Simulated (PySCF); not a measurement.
**Energy of Sc⁺ (scandium, charge +1) between two integer charges**

The 4s alpha orbital of [Ar] 3d1 4s1 is emptied in steps (occupation f), with all orbitals relaxed, ending at [Ar] 3d1. Computed with PySCF 2.14 in def2-TZVP (6s4p4d1f, 45 functions), with no relativity, point nucleus. The exact energy is a straight line in f; departures are measured from the line between the end points of the same method.

```json
{"f": "1", "UHF (eV)": "0.000"}
{"f": "0.9", "UHF (eV)": "0.006"}
{"f": "0.7", "UHF (eV)": "0.014"}
{"f": "0.5", "UHF (eV)": "0.016"}
{"f": "0.3", "UHF (eV)": "0.013"}
{"f": "0.1", "UHF (eV)": "0.006"}
{"f": "0", "UHF (eV)": "0.000"}
```

```csv
method,E(f=0) − E(f=1) (eV),−ε at f=1 (eV),−ε at f=0.5 (eV)
UHF,12.164,12.233,12.162
```

Orbital energy along the path (eV):

| f | UHF |
| --- | --- |
| 1 | -12.233 |
| 0.9 | -12.218 |
| 0.7 | -12.189 |
| 0.5 | -12.162 |
| 0.3 | -12.137 |
| 0.1 | -12.114 |
| 0 | -12.103 |

Reference removal energy between the ground levels: 12.800 eV (measured; NIST Atomic Spectra Database, ionization energies). The calculation has no spin-orbit coupling. UHF lacks correlation.
